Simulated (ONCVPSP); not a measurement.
## LDA (Perdew-Wang 92) ONCV dataset for nitrogen, fully relativistic all-electron reference.

```
Element                 : N (Z = 7)
Generator               : ONCVPSP 4.0.1
Type                    : optimised norm-conserving Vanderbilt (ONCV)
Functional              : LDA (Perdew-Wang 92)
Relativity              : fully relativistic
Frozen core             : [He]
Valence charge          : 5
Reference configuration : 2s1.75 2p3.25
Partial waves           : 2s: rc 1.10 bohr, ncon 4, nbas 7, qcut 5.9 1/bohr, 1 projector; 2p: rc 1.75 bohr, ncon 4, nbas 7, qcut 10 1/bohr, 2 projectors, debl 2.8 Ha
Local potential         : polynomial inside 0.75 bohr (lpopt 5, dvloc0 0 Ha)
Core correction         : Teter function, fcfact 3, rcfact 1.65
```

Open shells are filled in proportion to 2j + 1.

All-electron outer shells of the reference configuration (LDA (PZ), scalar-relativistic, ld1.x):

| shell | level (eV) | outermost node (bohr) | outermost maximum (bohr) |
| --- | --- | --- | --- |
| 1s | -381.71 | – | 0.15 |
| 2s | -18.54 | 0.32 | 1.02 |
| 2p | -7.34 | – | 0.97 |

(1) Estimate the cutoffs (Ha) at which the residual kinetic energy of the hardest occupied pseudo-wave falls to 1 and 0.1 mHa per electron.

(2) Does the potential have ghost states?

(3) Which valence shell sets the plane-wave cutoff?

(4) Tests: 2s2 2p3; 2s2 2p2; 2s2 2p1; 2s2 2p2.5. Which has the largest error in its energy relative to the reference configuration, and how large is it?

## Answers

(1) 45 Ha and 95 Ha.

(2) No bound ghost flagged; no localised positive-energy state flagged.

(3) 2s: 45 Ha for 1 mHa per electron, against 25 Ha for 2p.

(4) 2s2 2p1, with +221 meV (all-electron minus pseudo) on +39.91 eV.
